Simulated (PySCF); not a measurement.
F₄Ta (SMILES [F][Ta]([F])([F])[F]), doublet, geometry from GFN2-xTB (such geometries of metal compounds can be far from the true shape) (the multiplicity is a formal guess) (core potentials on Ta).

PySCF was given this input:
```python
from pyscf import gto, scf, dft

mol = gto.M(
    atom='''
Ta    0.000000    0.000000   -0.000000
F     0.518867    1.166942   -1.289565
F     0.103893   -1.250268    1.311484
F    -0.441613   -1.253824   -1.235661
F    -0.181148    1.337150    1.213741
''',
    basis='def2-svp',
    ecp={'Ta': 'def2-svp'},
    charge=0,
    spin=1,
    verbose=3,
)

mf = dft.UKS(mol)
mf.xc = 'pbe0'
mf.grids.atom_grid = (99, 590)
mf.grids.prune = None
mf.kernel()
```

### Question
What does this run give for the <S^2>, nuclear repulsion energy, HOMO energy, dipole moment, total energy?

### Answer

- <S^2> = 0.752
- nuclear repulsion energy = 226.2536 Eh
- HOMO energy = -7.41 eV
- dipole moment = 0.00 D
- total energy = -455.9117 Eh

These values belong to the state on which the SCF converged, which isn't shown to be the lowest.
